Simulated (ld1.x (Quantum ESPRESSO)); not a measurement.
# V, TM semilocal: configuration errors across variants

V, norm-conserving Troullier–Martins (semilocal form), made with ld1.x (Quantum ESPRESSO) 7.5 (PW91, scalar-relativistic). Core [Ar], reference 3d3 4s0 4p0 (charge +2). Waves: 4s (bound, empty): rc 2.10 bohr; 4p (bound, empty): rc 2.90 bohr; 3d (bound): rc 1.85 bohr. Local part: the d channel. Core correction: none.

All-electron excitation energies from the reference (eV): (1) 3d3 4s2 4p0 -22.109; (2) 3d3 4s1 4p0 -14.324; (3) 3d2 4s0 4p0 28.997; (4) 3d3 4s1 4p1 -18.746; (5) 3d2 4s2 4p1 -16.293; (6) 3d2 4s2 4p0 -11.056; (7) 3d4 4s0 4p0 -14.901.

A semilocal file is local in each channel, so a ghost entry of none says nothing of the separable form that plane-wave codes build from it.

Errors AE − PS in meV (a dash: test not solved or not reliable):

```tsv
change	(1)	(2)	(3)	(4)	(5)	(6)	(7)	bound ghosts
base	+475	+213	-51	+361	+427	+320	-3.0	none
core correction a·sin(br)/r model core inside 0.74 bohr	-15	-7.7	-395	-7.0	-417	-345	-177	none
core correction a·sin(br)/r model core inside 0.86 bohr	-15	-7.7	-395	-7.0	-417	-345	-177	none
core correction a·sin(br)/r model core inside 1.10 bohr	-15	-7.7	-392	-6.9	-413	-341	-176	none
core correction a·sin(br)/r model core inside 1.28 bohr	-14	-7.5	-381	-6.4	-400	-328	-174	none
core correction a·sin(br)/r model core inside 1.48 bohr	-12	-6.8	-351	-5.2	-362	-293	-168	none
core correction a·sin(br)/r model core inside 1.72 bohr	-6.4	-4.6	-299	-1.9	-302	-236	-156	none
core correction a·sin(br)/r model core inside 2.08 bohr	+35	+15	-207	+23	-177	-122	-123	none
core correction a·sin(br)/r model core inside 2.16 bohr	+54	+24	-186	+36	-142	-91	-114	none
```

Give the same row for: core correction a·sin(br)/r model core inside 1.84 bohr.

+0.2, -1.7, -271, +1.8, -269, -205, -148; bound ghosts: none.
